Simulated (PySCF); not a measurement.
MSn cations for M along the chalcogens

PBE0 with double-zeta basis sets in PySCF, for the lowest determinant that a PBE0 search found; no spin–orbit coupling. De refers to high-spin ground-configuration atoms (the charge goes to the atom of lower measured ionisation energy or higher electron affinity, which is not always the lowest computed limit). A positive dipole points towards Sn; it is taken about the centre of mass and depends on that origin.

```
 M       basis  charged atom  state (unpaired electrons)  Re (Å)  ωe (cm⁻¹)  De (eV)  μ (D)
 O  x2c-SVPall           Sn+               doublet (π ↑)   2.002        648     3.11   2.63
 S    def2-SVP           Sn+               doublet (π ↑)   2.397        387     3.08   1.51
Te    def2-SVP           Sn+               doublet (π ↑)   2.694        216     2.87   3.20
```

The row for M = Se is missing. Estimate Re, ωe and De as the mean of the rows for S and Te, and compare with the calculation.

The means are 2.545 Å, 302 cm⁻¹ and 2.98 eV. PBE0 in def2-SVP gives SnSe⁺ as a doublet (π ↑) with Re = 2.508 Å, ωe = 266 cm⁻¹, De = 3.01 eV, so the estimate is off by +3.8 pm, +14 % and -0.03 eV.

The rows differ in basis set, which adds steps of its own.

Spin–orbit coupling is left out, which matters for elements this heavy, above all for dissociation energies. For an ion De counts to the pair picked by the measured ionisation energies or electron affinities, which need not be the lowest pair at this level. States were picked by a PBE0 search and need not be the measured ground states.
